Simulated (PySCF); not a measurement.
A GIAO shielding run with PySCF 2.14 (density fitting, non-relativistic, gas phase) on `[O+]1([AlH3-])[C@H](C(F)(F)F)CCC1`, C$_{5}$H$_{10}$AlF$_{3}$O:

```
$ OMP_NUM_THREADS=1 python probes_run.py task.json out

{"job": {"kind": "nmr", "xc": "WP04", "basis": "pcSseg-1", "pop": false}, "charge": 0, "multiplicity": 1}
F     -0.837575    -2.561314    -0.784940
C     -1.458487    -1.433928    -0.470328
F     -2.585354    -1.735977     0.176130
F     -1.789226    -0.814182    -1.608918
C     -0.592652    -0.542648     0.405099
C     -1.259061     0.794490     0.752996
C     -0.209290     1.836126     0.361087
C      0.534234     1.151571    -0.763858
O      0.594211    -0.219973    -0.323713
Al     2.376669    -1.084357     0.047868
H     -0.289449    -1.133276     1.281983
H     -2.181534     0.925786     0.169353
H     -1.527752     0.841136     1.815724
H      0.483143     2.024965     1.195604
H     -0.649903     2.794836     0.055641
H      1.568714     1.490960    -0.904897
H     -0.005905     1.187805    -1.722376
H      3.106144     0.232263     0.619400
H      2.825939    -1.586810    -1.400778
H      1.849931    -2.152884     1.122492
```

Hardware: 1 thread of an Arm Neoverse V2, shared host. The job also computes ring-centre shieldings.

Task: How large is the calculation?

Result: 88 electrons, 227 basis functions and 1200 auxiliary functions.

Task: How long does it take, and how much memory does it need?

Result: 37 s of wall time, with 15 SCF cycles and 4 response iterations; peak memory 1.1 GiB. Times on a shared host scatter by some tens of per cent.

Task: And these other runs on the same molecule and hardware: GIAO shielding at PBE0/pcSseg-1?

Result: PBE0/pcSseg-1: 227 functions, 40 s.
